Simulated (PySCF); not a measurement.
C$_{6}$H$_{17}$N$_{2}$Si (SMILES [CH2]N(C)[Si](C)(C)N(C)C), doublet, at a GFN2-xTB geometry (in this run its highest filled SCF level lies above zero, so its values depend strongly on the basis, on diffuse functions most of all); BLYP/STO-3G (PySCF).

Input for PySCF:
```python
from pyscf import gto, scf, dft

mol = gto.Mole()
mol.atom = '''
    C     1.99887438   -0.61218076    1.37139300
    N     1.48294444   -0.38219226    0.11488031
    C     2.04995965   -1.19998637   -0.92944207
    Si    0.02714990    0.54394975   -0.15100651
    C     0.04820866    2.01963820    1.06406001
    C     0.01045961    1.17919464   -1.94258698
    N    -1.33611801   -0.51418323    0.04241076
    C    -1.38637030   -1.45533507    1.13798841
    C    -2.65189915   -0.18620246   -0.45382524
    H     2.95664962   -1.09163137    1.44211142
    H     1.66774144    0.02183304    2.16694541
    H     3.14005493   -1.12252022   -0.91465306
    H     1.68482833   -0.87041363   -1.89690331
    H     1.78155481   -2.25226099   -0.79518138
    H    -0.16149612    1.69578935    2.07906960
    H    -0.71320111    2.74656154    0.79638251
    H     1.00376421    2.53414806    1.07383447
    H     0.98981603    1.53612881   -2.24233483
    H    -0.67693505    2.01192047   -2.04285046
    H    -0.29889907    0.41359588   -2.64592100
    H    -1.95552556   -1.05887956    1.98759555
    H    -1.86722027   -2.38135009    0.80943512
    H    -0.37680172   -1.67954212    1.47205105
    H    -2.56622130    0.48791792   -1.30014908
    H    -3.16320212   -1.09726262   -0.77777079
    H    -3.26818774    0.29452810    0.31586946
'''
mol.basis = 'sto-3g'
mol.spin = 1
mol.verbose = 4
mol.build()

mf = dft.UKS(mol)
mf.xc = 'blyp'
mf.kernel()
mf.analyze()
```

What the program printed (banner, timings and long lists left out):

```
PySCF version 2.14.0

[INPUT] verbose = 4
[INPUT] num. atoms = 26
[INPUT] num. electrons = 81
[INPUT] charge = 0
[INPUT] spin (= nelec alpha-beta = 2S) = 1
[INPUT] symmetry False subgroup None
[INPUT] Mole.unit = angstrom
[INPUT] Symbol           X                Y                Z      unit          X                Y                Z       unit  Magmom
[...]
nuclear repulsion = 601.26469001351
number of shells = 46
number of NR pGTOs = 198
number of NR cGTOs = 66
basis = sto-3g
ecp = {}

******** <class 'pyscf.dft.uks.UKS'> ********
method = UKS
initial guess = minao
damping factor = 0
level_shift factor = 0
DIIS = <class 'pyscf.scf.diis.CDIIS'>
diis_start_cycle = 1
diis_space = 8
diis_damp = 0
SCF conv_tol = 1e-09
SCF conv_tol_grad = None
SCF max_cycles = 50
direct_scf = True
direct_scf_tol = 1e-13
number electrons alpha = 41  beta = 40
XC library pyscf.dft.libxc version 7.1.2
    S. Lehtola, C. Steigemann, M. J. T. Oliveira, and M. A. L. Marques,  SoftwareX 7, 1–5 (2018)
XC functionals = blyp
    A. D. Becke,  Phys. Rev. A 38, 3098 (1988)
    C. Lee, W. Yang, and R. G. Parr,  Phys. Rev. B 37, 785 (1988)
    B. Miehlich, A. Savin, H. Stoll, and H. Preuss,  Chem. Phys. Lett. 157, 200 (1989)
radial grids:
    Treutler-Ahlrichs [JCP 102, 346 (1995); DOI:10.1063/1.469408] (M4) radial grids

becke partition: Becke, JCP 88, 2547 (1988); DOI:10.1063/1.454033
pruning grids: <function nwchem_prune>
grids dens level: 3
symmetrized grids: False
atomic radii adjust function: <function treutler_atomic_radii_adjust>
small_rho_cutoff = 0
Set gradient conv threshold to 3.16228e-05
tot grids = 298432
init E= -630.43325141921

cycle= 1 E= -629.824471292244  delta_E= 0.609  |g|= 0.426  |ddm|=  4.4
cycle= 2 E= -629.769464950642  delta_E= 0.055  |g|= 0.529  |ddm|= 1.35
cycle= 3 E= -629.937825218011  delta_E= -0.168  |g|= 0.0712  |ddm|= 0.786
cycle= 4 E= -629.940980235955  delta_E= -0.00316  |g|= 0.0133  |ddm|= 0.12
cycle= 5 E= -629.941064521882  delta_E= -8.43e-05  |g|= 0.00726  |ddm|= 0.0267
cycle= 6 E= -629.941095162912  delta_E= -3.06e-05  |g|= 0.00161  |ddm|= 0.0118
cycle= 7 E= -629.941096616057  delta_E= -1.45e-06  |g|= 0.000795  |ddm|= 0.00342
cycle= 8 E= -629.941097040242  delta_E= -4.24e-07  |g|= 0.000128  |ddm|= 0.00137
cycle= 9 E= -629.941097054405  delta_E= -1.42e-08  |g|= 3.84e-05  |ddm|= 0.000334
cycle= 10 E= -629.941097055429  delta_E= -1.02e-09  |g|= 9.81e-06  |ddm|= 7.32e-05
cycle= 11 E= -629.94109705549  delta_E= -6.12e-11  |g|= 3.12e-06  |ddm|= 1.74e-05
Extra cycle  E= -629.941097055481  delta_E= 8.41e-12  |g|= 4.14e-06  |ddm|= 1.06e-05
converged SCF energy = -629.941097055481  <S^2> = 0.75144023  2S+1 = 2.0014397
**** SCF Summaries ****
Total Energy =                        -629.941097055481464
Nuclear Repulsion Energy =             601.264690013510403
One-electron Energy =                -2058.254203215675261
Two-electron Energy =                  827.048416146683394
Two-electron Coulomb Energy =          900.651030687566049
DFT Exchange-Correlation Energy =      -73.602614540882684
**** MO energy ****
                             alpha | beta                alpha | beta
[...]
To work with the spin densities directly, `use mulliken_meta_spin()` only printing them here.

 ** Mulliken spin pop alpha/beta on meta-lowdin orthogonal AOs **
 ** Mulliken Spin Density (per AO)  **
spin_pop of  0 C 1s       -0.00001
spin_pop of  0 C 2s        0.04661
spin_pop of  0 C 2px       0.22807
spin_pop of  0 C 2py       0.45373
spin_pop of  0 C 2pz       0.04680
spin_pop of  1 N 1s       -0.00000
spin_pop of  1 N 2s        0.00594
spin_pop of  1 N 2px       0.08212
spin_pop of  1 N 2py       0.13580
spin_pop of  1 N 2pz       0.00786
spin_pop of  2 C 1s        0.00000
spin_pop of  2 C 2s       -0.00187
spin_pop of  2 C 2px      -0.00146
spin_pop of  2 C 2py      -0.00405
spin_pop of  2 C 2pz      -0.00280
spin_pop of  3 Si 1s       -0.00000
spin_pop of  3 Si 2s        0.00000
spin_pop of  3 Si 3s       -0.00111
spin_pop of  3 Si 2px      -0.00000
spin_pop of  3 Si 2py       0.00001
spin_pop of  3 Si 2pz       0.00000
spin_pop of  3 Si 3px      -0.00106
spin_pop of  3 Si 3py       0.00482
spin_pop of  3 Si 3pz       0.00029
spin_pop of  4 C 1s       -0.00000
spin_pop of  4 C 2s        0.00013
spin_pop of  4 C 2px       0.00006
spin_pop of  4 C 2py       0.00057
spin_pop of  4 C 2pz       0.00045
spin_pop of  5 C 1s        0.00000
spin_pop of  5 C 2s        0.00055
spin_pop of  5 C 2px       0.00011
spin_pop of  5 C 2py       0.00016
spin_pop of  5 C 2pz       0.00133
spin_pop of  6 N 1s        0.00000
spin_pop of  6 N 2s        0.00432
spin_pop of  6 N 2px       0.00337
spin_pop of  6 N 2py       0.00112
spin_pop of  6 N 2pz       0.00051
spin_pop of  7 C 1s        0.00000
spin_pop of  7 C 2s        0.00045
spin_pop of  7 C 2px       0.00135
spin_pop of  7 C 2py      -0.00010
spin_pop of  7 C 2pz      -0.00011
spin_pop of  8 C 1s        0.00000
spin_pop of  8 C 2s        0.00036
spin_pop of  8 C 2px       0.00124
spin_pop of  8 C 2py       0.00020
spin_pop of  8 C 2pz       0.00037
spin_pop of  9 H 1s       -0.01903
spin_pop of  10 H 1s       -0.01992
spin_pop of  11 H 1s        0.00905
spin_pop of  12 H 1s        0.00017
spin_pop of  13 H 1s        0.01414
spin_pop of  14 H 1s        0.00027
spin_pop of  15 H 1s       -0.00020
spin_pop of  16 H 1s       -0.00000
spin_pop of  17 H 1s       -0.00003
spin_pop of  18 H 1s       -0.00015
spin_pop of  19 H 1s        0.00022
spin_pop of  20 H 1s        0.00000
spin_pop of  21 H 1s        0.00011
spin_pop of  22 H 1s       -0.00065
spin_pop of  23 H 1s       -0.00005
spin_pop of  24 H 1s        0.00002
spin_pop of  25 H 1s       -0.00004
 ** Mulliken Spin Density (per atom)  **
spin density of  0 C =      0.77518
spin density of  1 N =      0.23172
spin density of  2 C =     -0.01018
spin density of  3 Si =      0.00294
spin density of  4 C =      0.00120
spin density of  5 C =      0.00215
spin density of  6 N =      0.00933
spin density of  7 C =      0.00159
spin density of  8 C =      0.00217
spin density of  9 H =     -0.01903
spin density of  10 H =     -0.01992
spin density of  11 H =      0.00905
spin density of  12 H =      0.00017
spin density of  13 H =      0.01414
spin density of  14 H =      0.00027
spin density of  15 H =     -0.00020
spin density of  16 H =     -0.00000
spin density of  17 H =     -0.00003
spin density of  18 H =     -0.00015
spin density of  19 H =      0.00022
spin density of  20 H =      0.00000
spin density of  21 H =      0.00011
spin density of  22 H =     -0.00065
spin density of  23 H =     -0.00005
spin density of  24 H =      0.00002
spin density of  25 H =     -0.00004
 ** Mulliken pop alpha/beta on meta-lowdin orthogonal AOs **
 ** Mulliken pop       alpha | beta **
In total            41.00000 | 40.00000
 ** Mulliken atomic charges   ( Nelec_alpha | Nelec_beta ) **
charge of  0C =     -0.16174  (     3.46846      2.69328 )
charge of  1N =     -0.22202  (     3.72687      3.49515 )
charge of  2C =     -0.07229  (     3.03106      3.04124 )
charge of  3Si =      0.82518  (     6.58888      6.58594 )
charge of  4C =     -0.30495  (     3.15307      3.15187 )
charge of  5C =     -0.30449  (     3.15332      3.15117 )
charge of  6N =     -0.30028  (     3.65480      3.64547 )
charge of  7C =     -0.08022  (     3.04091      3.03931 )
charge of  8C =     -0.07588  (     3.03903      3.03685 )
charge of  9H =      0.02523  (     0.47787      0.49690 )
charge of  10H =      0.02361  (     0.47824      0.49815 )
charge of  11H =      0.04776  (     0.48064      0.47160 )
charge of  12H =      0.04909  (     0.47554      0.47537 )
charge of  13H =      0.04343  (     0.48535      0.47122 )
charge of  14H =      0.04483  (     0.47772      0.47745 )
charge of  15H =      0.04287  (     0.47847      0.47867 )
charge of  16H =      0.04712  (     0.47644      0.47644 )
charge of  17H =      0.04780  (     0.47608      0.47611 )
charge of  18H =      0.04572  (     0.47706      0.47722 )
charge of  19H =      0.04733  (     0.47645      0.47623 )
charge of  20H =      0.02726  (     0.48637      0.48637 )
charge of  21H =      0.03819  (     0.48096      0.48085 )
charge of  22H =      0.05329  (     0.47303      0.47368 )
charge of  23H =      0.04451  (     0.47772      0.47777 )
charge of  24H =      0.04019  (     0.47991      0.47990 )
charge of  25H =      0.02848  (     0.48574      0.48578 )
Dipole moment(X, Y, Z, Debye): -0.58837,  0.63158, -0.93807
```
